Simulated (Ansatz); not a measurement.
`C[Si](F)(S)Cl` + HCl → `C[Si](S)(Cl)Cl` + H–F at 600 K and 1 bar (ligand exchange at the Si–F bond).

Gas-phase electronic energies from Ansatz, PBE0-D4/def2-TZVP geometries. CBS: MP2 limit from def2 TZ/QZ plus the TZ coupled-cluster correction, frozen cores. This one scheme is used for every species. One conformer a species, not always the lowest.

```csv
species,CCSD(T)/CBS energy (Eh),H − E (kJ/mol),S (J/(mol·K))
`C[Si](F)(S)Cl`,-1287.05862,198.1,451.5
HCl,-460.38127,35.4,207.2
`C[Si](S)(Cl)Cl`,-1647.02782,196.8,464.8
H–F,-100.39570,42.3,194.0
```

H − E and S are ideal-gas, rigid-rotor, harmonic terms from PBE0-D4/def2-TZVP, for one conformer and one mirror image of each species. 1 Eh = 2625.50 kJ/mol, R = 8.31446 J/(mol·K).

**Question.** By hand: ΔE, ΔH, ΔS and ΔG.

**Answer.** ΔE = (-1647.02782) + (-100.39570) − (-1287.05862) − (-460.38127) = 0.01637 Eh = 43.0 kJ/mol. Δ(H − E) = 196.8 + 42.3 − 198.1 − 35.4 = 5.6, so ΔH = 48.6 kJ/mol. ΔS = 464.8 + 194.0 − 451.5 − 207.2 = 0.1 J/(mol·K). ΔG = 48.6 − 600 × (0.1)/1000 = 48.5 kJ/mol.

**Question.** By hand: the equilibrium constant, and the temperature at which ΔG would vanish if ΔH and ΔS stayed fixed.

**Answer.** log₁₀ K = −ΔG/(RT ln 10) = -4.2. ΔG = 0 at ΔH/ΔS = 486000 K, far beyond where these terms or the molecules hold.

The number of gas molecules stays the same, so ΔS is small and ΔH decides. A doubt of 5 kJ/mol in ΔE shifts log₁₀ K by 0.4 here. Other conformers and mirror images would add mixing entropy, several J/(mol·K) or more a flexible species. These are equilibria of isolated gas molecules and say nothing of rates. Largest T1 diagnostic: 0.011 (customary marks: 0.02 for closed shells, 0.045 for open ones).
